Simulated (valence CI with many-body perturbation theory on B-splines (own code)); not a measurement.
# E1 transitions of Eu56+

Computed by relativistic CI+MBPT: five valence electrons over a frozen Dirac-Fock core [He], radial functions for each j: 9 s, 9 p, 8 d, 6 f, 3 g, 1 h, with the one-electron correlation potential Σ1, the two-electron term Σ2, the three-electron term Σ3, Breit, model QED; selected CI, second order for the rest (own B-spline code, finite nucleus).

The last digits are not significant, and no measured levels were compared; by estimate large intervals hold to a few tenths of a per cent, small ones and those within an open d or f shell to about a per cent. Among the levels kept, up to 1200 cm⁻¹ of a level comes from second order outside the variational space, and about a tenth of that is noise between levels of different J, which matters for small intervals.

Lines 201 to 250 of 259 in falling wavelength, among levels below 7685.3 eV, chosen from the strongest by gf and those to the six lowest levels. Wavelengths and rates use the calculated energies. Electric multipoles are in the length gauge, E1 and E2 with the static RPA response of the core. Weak lines are less certain than strong ones. Lines between different terms over intervals too small for the method are left out, as are lines whose strength nearly cancels. The highest levels of a list are the least certain.

Levels are named by their leading jj configuration (3d3/2^4 stands for four electrons in 3d with j = 3/2), which in mixed levels can hold well under half, so a name can repeat and another be missing. Letters in brackets count levels of one name in rising energy.

| λ vac (nm) | Upper | Lower | A (s⁻¹) | S (a.u.) with core polarisation | S without |
| --- | --- | --- | --- | --- | --- |
| 0.1840 | (2s^2 2p1/2 2p3/2 3d3/2) J=5/2 [b] | (2s^2 2p1/2 2p3/2^2) J=3/2 | 1.70e+10 | 3.14e-07 | 3.13e-07 |
| 0.1840 | (2s^2 2p1/2 2p3/2 3d5/2) J=3/2 [b] | (2s^2 2p1/2 2p3/2^2) J=1/2 | 6.89e+14 | 8.47e-03 | 8.48e-03 |
| 0.1839 | (2s 2p1/2^2 2p3/2 3d5/2) J=5/2 | (2s 2p1/2^2 2p3/2^2) J=5/2 | 4.75e+14 | 8.75e-03 | 8.75e-03 |
| 0.1838 | (2s^2 2p1/2 2p3/2 3d5/2) J=1/2 | (2s^2 2p1/2 2p3/2^2) J=1/2 | 7.89e+14 | 4.84e-03 | 4.84e-03 |
| 0.1837 | (2s 2p1/2^2 2p3/2 3d5/2) J=7/2 | (2s 2p1/2^2 2p3/2^2) J=5/2 | 1.01e+15 | 2.47e-02 | 2.47e-02 |
| 0.1837 | (2s^2 2p1/2 2p3/2 3d3/2) J=3/2 [b] | (2s^2 2p1/2 2p3/2^2) J=3/2 | 6.83e+10 | 8.35e-07 | 8.39e-07 |
| 0.1837 | (2s 2p1/2^2 2p3/2 3d3/2) J=5/2 [b] | (2s 2p1/2^2 2p3/2^2) J=5/2 | 7.59e+13 | 1.39e-03 | 1.39e-03 |
| 0.1836 | (2s^2 2p1/2 2p3/2 3d5/2) J=3/2 [a] | (2s^2 2p1/2 2p3/2^2) J=5/2 | 4.19e+13 | 5.12e-04 | 5.13e-04 |
| 0.1836 | (2s^2 2p1/2 2p3/2 3d5/2) J=5/2 [a] | (2s^2 2p1/2 2p3/2^2) J=5/2 | 2.03e+14 | 3.72e-03 | 3.73e-03 |
| 0.1835 | (2s^2 2p1/2 2p3/2 3d3/2) J=1/2 [b] | (2s^2 2p1/2 2p3/2^2) J=3/2 | 7.01e+13 | 4.28e-04 | 4.28e-04 |
| 0.1834 | (2s^2 2p1/2^2 3d5/2) J=5/2 | (2s^2 2p1/2^2 2p3/2) J=3/2 | 7.16e+14 | 1.31e-02 | 1.31e-02 |
| 0.1832 | (2s^2 2p1/2 2p3/2 3d5/2) J=5/2 [b] | (2s^2 2p1/2 2p3/2^2) J=5/2 | 4.04e+14 | 7.35e-03 | 7.35e-03 |
| 0.1830 | (2s^2 2p1/2 2p3/2 3d5/2) J=3/2 [a] | (2s^2 2p1/2 2p3/2^2) J=3/2 | 5.00e+14 | 6.05e-03 | 6.05e-03 |
| 0.1830 | (2s^2 2p1/2 2p3/2 3d5/2) J=5/2 [a] | (2s^2 2p1/2 2p3/2^2) J=3/2 | 5.53e+14 | 1.00e-02 | 1.00e-02 |
| 0.1830 | (2s^2 2p1/2 2p3/2 3d5/2) J=7/2 [b] | (2s^2 2p1/2 2p3/2^2) J=5/2 | 1.18e+15 | 2.85e-02 | 2.85e-02 |
| 0.1829 | (2s^2 2p1/2 2p3/2 3d5/2) J=3/2 [b] | (2s^2 2p1/2 2p3/2^2) J=5/2 | 8.61e+13 | 1.04e-03 | 1.04e-03 |
| 0.1826 | (2s^2 2p1/2 2p3/2 3d5/2) J=5/2 [b] | (2s^2 2p1/2 2p3/2^2) J=3/2 | 6.65e+14 | 1.20e-02 | 1.20e-02 |
| 0.1823 | (2s^2 2p1/2 2p3/2 3d5/2) J=3/2 [b] | (2s^2 2p1/2 2p3/2^2) J=3/2 | 1.26e+13 | 1.51e-04 | 1.51e-04 |
| 0.1822 | (2s^2 2p1/2 2p3/2 3d5/2) J=1/2 | (2s^2 2p1/2 2p3/2^2) J=3/2 | 6.03e+13 | 3.60e-04 | 3.60e-04 |
| 0.1822 | (2s 2p1/2^2 2p3/2 3p3/2) J=3/2 [a] | (2s^2 2p1/2 2p3/2^2) J=1/2 | 1.29e+12 | 1.54e-05 | 1.54e-05 |
| 0.1817 | (2s 2p1/2^2 2p3/2 3p3/2) J=1/2 [a] | (2s^2 2p1/2 2p3/2^2) J=1/2 | 1.13e+11 | 6.71e-07 | 6.71e-07 |
| 0.1813 | (2s 2p1/2^2 2p3/2 3p3/2) J=7/2 | (2s^2 2p1/2 2p3/2^2) J=5/2 | 3.17e+12 | 7.47e-05 | 7.47e-05 |
| 0.1811 | (2s 2p1/2^2 2p3/2 3p3/2) J=3/2 [a] | (2s^2 2p1/2 2p3/2^2) J=5/2 | 5.86e+11 | 6.87e-06 | 6.88e-06 |
| 0.1807 | (2s 2p1/2^2 2p3/2 3p3/2) J=5/2 [a] | (2s^2 2p1/2 2p3/2^2) J=5/2 | 1.70e+12 | 2.98e-05 | 2.98e-05 |
| 0.1805 | (2s 2p1/2^2 2p3/2 3p3/2) J=3/2 [a] | (2s^2 2p1/2 2p3/2^2) J=3/2 | 3.86e+12 | 4.48e-05 | 4.48e-05 |
| 0.1801 | (2s 2p1/2^2 2p3/2 3p3/2) J=5/2 [a] | (2s^2 2p1/2 2p3/2^2) J=3/2 | 6.32e+12 | 1.09e-04 | 1.09e-04 |
| 0.1800 | (2s 2p1/2^2 2p3/2 3p3/2) J=1/2 [a] | (2s^2 2p1/2 2p3/2^2) J=3/2 | 2.33e+11 | 1.34e-06 | 1.34e-06 |
| 0.1799 | (2s 2p1/2^2 2p3/2 3p3/2) J=3/2 [b] | (2s^2 2p1/2 2p3/2^2) J=1/2 | 1.26e+12 | 1.45e-05 | 1.45e-05 |
| 0.1798 | (2s 2p1/2^2 2p3/2 3p3/2) J=1/2 [b] | (2s^2 2p1/2 2p3/2^2) J=1/2 | 4.93e+12 | 2.83e-05 | 2.83e-05 |
| 0.1792 | (2s 2p1/2^2 2p3/2 3p3/2) J=5/2 [b] | (2s^2 2p1/2 2p3/2^2) J=5/2 | 3.68e+11 | 6.28e-06 | 6.28e-06 |
| 0.1789 | (2s 2p1/2^2 2p3/2 3p3/2) J=3/2 [b] | (2s^2 2p1/2 2p3/2^2) J=5/2 | 1.07e+11 | 1.21e-06 | 1.21e-06 |
| 0.1787 | (2s 2p1/2^2 2p3/2 3p3/2) J=5/2 [b] | (2s^2 2p1/2 2p3/2^2) J=3/2 | 4.70e+12 | 7.94e-05 | 7.94e-05 |
| 0.1783 | (2s 2p1/2^2 2p3/2 3p3/2) J=3/2 [b] | (2s^2 2p1/2 2p3/2^2) J=3/2 | 1.60e+12 | 1.79e-05 | 1.79e-05 |
| 0.1782 | (2s 2p1/2^2 2p3/2 3p3/2) J=1/2 [b] | (2s^2 2p1/2 2p3/2^2) J=3/2 | 1.20e+12 | 6.68e-06 | 6.68e-06 |
| 0.1772 | (2s^2 2p1/2 2p3/2 3s) J=3/2 [a] | (2s^2 2p1/2^2 2p3/2) J=3/2 | 1.54e+13 | 1.69e-04 | 1.69e-04 |
| 0.1770 | (2s^2 2p1/2 2p3/2 3s) J=1/2 | (2s^2 2p1/2^2 2p3/2) J=3/2 | 2.39e+13 | 1.31e-04 | 1.30e-04 |
| 0.1767 | (2s^2 2p1/2 2p3/2 3s) J=5/2 | (2s^2 2p1/2^2 2p3/2) J=3/2 | 2.17e+13 | 3.54e-04 | 3.53e-04 |
| 0.1766 | (2s^2 2p1/2 2p3/2 3s) J=3/2 [b] | (2s^2 2p1/2^2 2p3/2) J=3/2 | 1.45e+13 | 1.58e-04 | 1.57e-04 |
| 0.1693 | (2s 2p1/2^2 2p3/2 3p1/2) J=3/2 [a] | (2s^2 2p1/2^2 2p3/2) J=3/2 | 1.35e+14 | 1.30e-03 | 1.30e-03 |
| 0.1693 | (2s 2p1/2^2 2p3/2 3p1/2) J=5/2 | (2s^2 2p1/2^2 2p3/2) J=3/2 | 3.34e+14 | 4.80e-03 | 4.80e-03 |
| 0.1683 | (2s^2 2p1/2 2p3/2 3d3/2) J=3/2 [a] | (2s^2 2p1/2^2 2p3/2) J=3/2 | 1.50e+14 | 1.41e-03 | 1.41e-03 |
| 0.1683 | (2s^2 2p1/2 2p3/2 3d3/2) J=5/2 [a] | (2s^2 2p1/2^2 2p3/2) J=3/2 | 2.94e+13 | 4.15e-04 | 4.15e-04 |
| 0.1682 | (2s^2 2p1/2 2p3/2 3d3/2) J=1/2 [a] | (2s^2 2p1/2^2 2p3/2) J=3/2 | 3.45e+13 | 1.62e-04 | 1.62e-04 |
| 0.1678 | (2s 2p1/2^2 2p3/2 3p1/2) J=1/2 | (2s^2 2p1/2^2 2p3/2) J=3/2 | 6.92e+14 | 3.22e-03 | 3.22e-03 |
| 0.1678 | (2s 2p1/2^2 2p3/2 3p1/2) J=3/2 [b] | (2s^2 2p1/2^2 2p3/2) J=3/2 | 6.20e+14 | 5.78e-03 | 5.78e-03 |
| 0.1676 | (2s^2 2p1/2 2p3/2 3d3/2) J=5/2 [b] | (2s^2 2p1/2^2 2p3/2) J=3/2 | 7.46e+14 | 1.04e-02 | 1.04e-02 |
| 0.1674 | (2s^2 2p1/2 2p3/2 3d3/2) J=3/2 [b] | (2s^2 2p1/2^2 2p3/2) J=3/2 | 2.16e+14 | 2.00e-03 | 2.00e-03 |
| 0.1672 | (2s^2 2p1/2 2p3/2 3d3/2) J=1/2 [b] | (2s^2 2p1/2^2 2p3/2) J=3/2 | 4.13e+14 | 1.91e-03 | 1.91e-03 |
| 0.1668 | (2s^2 2p1/2 2p3/2 3d5/2) J=3/2 [a] | (2s^2 2p1/2^2 2p3/2) J=3/2 | 2.73e+13 | 2.50e-04 | 2.50e-04 |
| 0.1668 | (2s^2 2p1/2 2p3/2 3d5/2) J=5/2 [a] | (2s^2 2p1/2^2 2p3/2) J=3/2 | 2.69e+13 | 3.70e-04 | 3.70e-04 |
